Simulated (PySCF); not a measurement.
The numbers are results of PBE-D3(BJ)/def2-TZVP in PySCF, not measurements. Isolated molecules, 0 K electronic values unless said otherwise. One relaxed conformer stands for a flexible species; it need not be the lowest. Delta-SCF ions had no search for a lower state. Excitations are Tamm–Dancoff values on a coarser integration grid. The basis has no diffuse functions, so Rydberg states are missing or too high.

Reference species (SMILES): `O=C1CC1` (neutral, multiplicity 1).

- S1 excitation (TDA) = 3.61 eV
- vertical ionisation energy (Delta-SCF) = 9.27 eV

Changed species: `OC=C=C`.

Q: Give the shifts of the S1 excitation (TDA) and vertical ionisation energy (Delta-SCF).

A: the S1 excitation (TDA) rises by 0.54 eV, to 4.15 eV; the vertical ionisation energy (Delta-SCF) decreases by 0.44 eV, to 8.83 eV.
